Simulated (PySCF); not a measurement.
Ga(H)(Cl)(Vi), C₂H₄ClGa, SMILES [Cl][GaH][CH]=C, B3LYP/def2-SVP optimised geometry.

```
8

Ga    -0.14     1.24     0.00
H     -0.81     2.65     0.00
Cl     2.04     1.24     0.00
C     -0.95    -0.54     0.00
C     -0.20    -1.65     0.00
H     -2.04    -0.63     0.00
H     -0.65    -2.65     0.00
H      0.89    -1.62     0.00
```

Density from B3LYP/def2-TZVP in PySCF 2.14.0 at that geometry.

Minimum of the electron density along straight lines between bonded atoms, close to the bond critical point (lines longer than 1.1 times the sum of covalent radii, or with two minima, are not listed):

| bond | length / Å | ρ at the minimum / e bohr⁻³ | ∇²ρ there / e bohr⁻⁵ | position (fraction from the first atom) |
|---|---|---|---|---|
| Ga1–H2 | 1.562 | 0.117 | 0.13 | 0.60 |
| Ga1–Cl3 | 2.182 | [?] | [?] | 0.44 |
| Ga1–C4 | 1.952 | 0.118 | 0.21 | 0.48 |
| C4–C5 | 1.343 | [?] | -1.05 | 0.49 |
| C4–H6 | 1.098 | 0.275 | -0.94 | 0.64 |
| C5–H7 | 1.098 | 0.278 | -0.97 | 0.65 |
| C5–H8 | 1.096 | 0.281 | -0.99 | 0.65 |

Problem. Fill in the missing entries.

Solution. 
- Ga1–Cl3, ρ at the minimum / e bohr⁻³: 0.090
- Ga1–Cl3, ∇²ρ there / e bohr⁻⁵: 0.24
- C4–C5, ρ at the minimum / e bohr⁻³: 0.346
